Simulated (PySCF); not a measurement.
Magnetisability: `InChI=1S/C5H9NOSi/c1-5(2-3-7)4-6-8/h2-4H,1,8H3/b5-2+,6-4+`

Molfile (atoms numbered from 1):
```
C5H9NOSi
     RDKit          3D

 17 16  0  0  0  0  0  0  0  0999 V2000
   -1.6807   -1.3991    0.2883 C   0  0  0  0  0  0  0  0  0  0  0  0
   -0.6856   -0.2972    0.3813 C   0  0  0  0  0  0  0  0  0  0  0  0
    0.6816   -0.5745   -0.0613 C   0  0  0  0  0  0  0  0  0  0  0  0
    1.5637    0.3196   -0.1124 N   0  0  0  0  0  0  0  0  0  0  0  0
    3.2206    0.3592   -0.5582 Si  0  0  0  0  0  4  0  0  0  0  0  0
   -0.9801    0.9331    0.8613 C   0  0  0  0  0  0  0  0  0  0  0  0
   -2.2867    1.3359    1.3527 C   0  0  0  0  0  0  0  0  0  0  0  0
   -3.2755    0.6411    1.4056 O   0  0  0  0  0  0  0  0  0  0  0  0
   -2.5253   -1.0876   -0.3251 H   0  0  0  0  0  0  0  0  0  0  0  0
   -2.0898   -1.6209    1.2735 H   0  0  0  0  0  0  0  0  0  0  0  0
   -1.2388   -2.2995   -0.1325 H   0  0  0  0  0  0  0  0  0  0  0  0
    0.8762   -1.6188   -0.3425 H   0  0  0  0  0  0  0  0  0  0  0  0
    3.2363    1.2949   -1.6797 H   0  0  0  0  0  0  0  0  0  0  0  0
    3.8607    0.8891    0.6429 H   0  0  0  0  0  0  0  0  0  0  0  0
    3.8280   -0.9206   -0.9434 H   0  0  0  0  0  0  0  0  0  0  0  0
   -0.1913    1.6707    0.8874 H   0  0  0  0  0  0  0  0  0  0  0  0
   -2.3203    2.3866    1.7017 H   0  0  0  0  0  0  0  0  0  0  0  0
  1  2  1  0
  2  3  1  0
  3  4  2  0
  4  5  1  0
  2  6  2  0
  6  7  1  0
  7  8  2  0
  1  9  1  0
  1 10  1  0
  1 11  1  0
  3 12  1  0
  5 13  1  0
  5 14  1  0
  5 15  1  0
  6 16  1  0
  7 17  1  0
M  END
```

The calculation used PySCF 2.14.0, GIAO PBE0/pcSseg-1 magnetisability, rotational g tensor and spin-rotation constants, non-relativistic, gas phase. Geometry: GFN2-xTB.

What are the magnetisability and the molar susceptibility?

Isotropic -969 × 10⁻³⁰ J/T², or -58.4 × 10⁻⁶ cm³/mol; principal values -1357, -873, -678 × 10⁻³⁰ J/T², anisotropy 606 × 10⁻³⁰ J/T² (root of half the summed squared differences of the principal values). The susceptibility is in cgs units.

Split it along the inertial axes a, b, c into diamagnetic and paramagnetic parts about the centre of mass, with the quadrupole moment.


```
axis  χ (10⁻⁶ cm³/mol)  diamagnetic (10⁻⁶ cm³/mol)  paramagnetic (10⁻⁶ cm³/mol)  summed x² of all electrons (Å²)  quadrupole Θ (D Å)
   a             -46.0                      -380.4                        334.4                            411.2              -11.80
   b             -47.4                     -1814.3                       1766.9                             73.3               +9.66
   c             -81.7                     -2055.5                       1973.8                             16.4               +2.14
```
Anisotropies 2χaa − χbb − χcc = +37.1 and 2χbb − χaa − χcc = +32.9 × 10⁻⁶ cm³/mol. Θ is traceless in Buckingham's convention.

And the rotational g tensor?


```tsv
axis	rotational constant (GHz)	g	nuclear part	electronic part
a	4.8929	-0.1154	0.6532	-0.7686
b	0.6847	-0.0198	0.5486	-0.5684
c	0.6073	-0.0065	0.5567	-0.5632
```
Asymmetric top; isotopes 12C, 1H, 14N, 16O, 28Si; no vibrational averaging.
